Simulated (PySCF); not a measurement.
## A series of derivatives of N[SiH2]N

Parent skeleton `[NH2:1][SiH2:2][NH2:3]`; one hydrogen on atom 1 is replaced by X. Hydrogens on one atom are averaged.

PySCF calculation with σ from GIAO-PBE0/pcSseg-1 and coordinates at the PBE0-D3(BJ)/def2-SVP level; rapidly exchanging positions averaged, relativity neglected, gas phase, single conformer.

δ = σ(ref) − σ, references computed at the same level: ¹⁵N vs NH3; ²⁹Si, ¹H against TMS.

Parent (X = H): N1 20.2, Si2 -41.1, N3 20.2, H(Si2) 4.88 ppm. Effects are Δδ = δ(X) − δ(H), positive for deshielding.

Problem. Give Δδ (ppm) for X = BMe2, Ph, iPr, BH2, nPr, CH2CF3, CHO, tBu.

Solution. 
```csv
X,SMILES,N1,Si2,N3,H(Si2)
BMe2,CB(C)N[SiH2]N,+105.6,+1.4,-4.5,+0.24
Ph,N[SiH2]Nc1ccccc1,+65.4,-1.4,-8.7,+0.36
iPr,CC(C)N[SiH2]N,+33.3,-6.1,-5.8,+0.19
BH2,BN[SiH2]N,+127.9,+14.8,+0.9,+0.06
nPr,CCCN[SiH2]N,+27.2,-3.2,-1.8,-0.03
CH2CF3,N[SiH2]NCC(F)(F)F,+10.3,+8.9,+0.5,-0.04
CHO,N[SiH2]NC=O,+127.2,-3.8,+6.2,-0.19
tBu,CC(C)(C)N[SiH2]N,+52.9,-3.1,-8.1,+0.22
```

Problem. Which position responds most, and to which substituents?

Solution. N1: from +10.3 ppm with CH2CF3 to +127.9 ppm with BH2.

Experimental scales use liquid or dissolved standards, which lie at an offset from isolated NH3 (liquid NH3: subtract about 20 ppm).
